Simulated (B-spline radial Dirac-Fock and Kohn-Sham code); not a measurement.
Co⁺ in Watson spheres of different radius

Level of theory: relaxed Dirac-Fock hole states (ΔSCF) with Breit and QED corrections and a finite nucleus; an atomic code on a B-spline grid. The ion, [Ar] 3d8, sits in a hollow sphere of charge Q = -1, a simple model of the Madelung potential. Inside the sphere an electron's potential energy is raised by the constant 14.40·|Q|/R eV, so binding energies fall by about that much as long as the orbitals stay inside.

| radius (Å) | 14.40 |Q|/R (eV) | 1s (eV) | 2s (eV) | 2p1/2 (eV) | 2p3/2 (eV) | 3s (eV) | 3p1/2 (eV) | 3p3/2 (eV) | 3d (eV) |
| --- | --- | --- | --- | --- | --- | --- | --- | --- | --- |
| 2 | 7.20 | 7717.7 | 936.8 | 802.9 | 788.4 | 114.7 | 73.70 | 71.94 | 8.70 |
| 2.2 | 6.55 | 7718.4 | 937.5 | 803.6 | 789.1 | 115.4 | 74.35 | 72.58 | 9.34 |

From the smallest to the largest radius 1s moves by +0.6 eV, while the constant potential alone would give +0.7 eV; the difference comes from charge outside the sphere and its screening.

Values without a named source are computed, but for edge energies of neutral atoms, which are taken from tables.
